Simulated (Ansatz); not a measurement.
Gas-phase electronic energies from Ansatz, PBE0-D4/def2-TZVP geometries. CBS: MP2 limit from def2 TZ/QZ plus the TZ coupled-cluster correction, frozen cores. Functionals use def2-TZVPP. B3LYP here is the variant with VWN-RPA as its local correlation; programs differ in this. Each species was taken in one conformer, which may not be the lowest.

Reaction (formal exchange of groups at the Si–H bond): `CB[SiH2]Cl` + `CC#CS[SiH3]` → `CB[SiH]([SiH3])Cl` + `CC#CS`

| level | ΔE (kJ/mol) | difference from CCSD(T)/CBS |
| --- | --- | --- |
| PBE-D4 | 34.9 | -14.1 |
| r2SCAN-D4 | 43.7 | -5.3 |
| B3LYP-D4 | 44.9 | -4.1 |
| ωB97M-V | 50.2 | 1.2 |
| B2PLYP | 51.2 | 2.2 |
| PBE | 36.4 | -12.6 |
| r2SCAN | 44.3 | -4.7 |
| PBE0 | 41.2 | -7.8 |
| B3LYP | 47.2 | -1.8 |
| HF/def2-TZVPP | 60.8 | 11.8 |
| CCSD(T)/def2-TZVPP | 47.9 | -1.1 |
| HF/def2-QZVPP | 61.5 | 12.5 |
| MP2/def2-QZVPP | 58.4 | 9.4 |
| SCS-MP2/def2-QZVPP | 58.8 | 9.8 |
| HF/CBS(def2) | 61.6 | 12.6 |
| CCSD/CBS(def2) | 50.0 | 1.0 |
| CCSD(T)/CBS | 49.0 | 0 |

Largest T1 diagnostic among the species: 0.012.

In def2-TZVPP, CCSD(T) changes the Hartree–Fock value by −12.8 kJ/mol (the triples alone add −0.9 kJ/mol) and MP2 by −3.2 kJ/mol. From PBE to PBE0 (25 % exact exchange), in def2-TZVPP and without D4, ΔE moves by +4.8 kJ/mol.
